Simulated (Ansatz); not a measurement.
Basis-set extrapolation for CH6OS2Si (`OC([SiH3])(S)S`) (PBE0-D4/def2-TZVP geometry, frozen core, Ansatz 0.2.0). Multiplicity 1, RHF reference.

|  | def2-TZVPP | def2-QZVPP |
| --- | --- | --- |
| HF | -1200.268801 | -1200.305843 |
| MP2 correlation | -0.899200 | -0.971420 |
| CCSD(T) correlation | -0.999175 | not run |

Energies in hartree. Use E(X) = E(∞) + A·exp(−7.88·√X) for Hartree–Fock and E(X) = E(∞) + B·X^(−2.97) for correlation, with X = 3 and 4, and add CCSD(T) minus MP2 of the smaller set to the MP2 limit.

What is the CCSD(T) energy at the basis-set limit?

HF limit: -1200.305843 + (-0.037042) × 0.13774 = -1200.31095. MP2 limit: -0.971420 + (-0.072220) × 0.74074 = -1.02492. Higher-order term: -0.999175 − (-0.899200) = -0.09998. Total: -1201.43585 hartree, 440.8 kJ/mol below CCSD(T)/def2-TZVPP.
